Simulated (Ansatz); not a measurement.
C$_{3}$H$_{7}$FSi, SMILES `C/C=C(\F)[SiH3]`. The species carries charge 0 and has multiplicity 1. All single points use the PBE0-D4/def2-TZVP geometry.

```xyz
12

C    -0.037   -1.877   -0.945
C    -0.407   -0.569   -0.340
C     0.433    0.301    0.209
F     1.761    0.012    0.242
Si   -0.016    1.947    0.974
H     1.035   -2.059   -0.883
H    -0.334   -1.912   -1.998
H    -0.559   -2.696   -0.442
H    -1.455   -0.284   -0.338
H    -1.487    2.108    0.855
H     0.388    1.977    2.403
H     0.678    3.052    0.264
```

Task: What is the dipole moment at B3LYP/def2-TZVPP? (Estimate.)

Result: Computed: 1.51 D, with components (-1.36, -0.50, -0.43) D in this frame, pointing from negative to positive charge.

Task: And with PBE, r2SCAN, ωB97M-V? (Best estimate.)

Result: Computed: PBE 1.42 D, r2SCAN 1.49 D, ωB97M-V 1.50 D.

Task: Give the Mulliken charges with B3LYP, r2SCAN, PBE in def2-TZVPP. (An estimate is asked.)

Result: Ansatz gave: 
```json
{"atom": "C1", "B3LYP": "-0.21", "r2SCAN": "-0.10", "PBE": "-0.22"}
{"atom": "C2", "B3LYP": "-0.13", "r2SCAN": "-0.08", "PBE": "-0.13"}
{"atom": "C3", "B3LYP": "0.10", "r2SCAN": "0.05", "PBE": "0.11"}
{"atom": "F4", "B3LYP": "-0.23", "r2SCAN": "-0.22", "PBE": "-0.18"}
{"atom": "Si5", "B3LYP": "0.27", "r2SCAN": "0.31", "PBE": "0.19"}
{"atom": "H6", "B3LYP": "0.10", "r2SCAN": "0.06", "PBE": "0.09"}
{"atom": "H7", "B3LYP": "0.09", "r2SCAN": "0.06", "PBE": "0.09"}
{"atom": "H8", "B3LYP": "0.09", "r2SCAN": "0.06", "PBE": "0.09"}
{"atom": "H9", "B3LYP": "0.11", "r2SCAN": "0.08", "PBE": "0.09"}
{"atom": "H10", "B3LYP": "-0.07", "r2SCAN": "-0.07", "PBE": "-0.05"}
{"atom": "H11", "B3LYP": "-0.06", "r2SCAN": "-0.07", "PBE": "-0.05"}
{"atom": "H12", "B3LYP": "-0.06", "r2SCAN": "-0.07", "PBE": "-0.05"}
```

B3LYP here is the variant with VWN-RPA as its local correlation; programs differ in this.
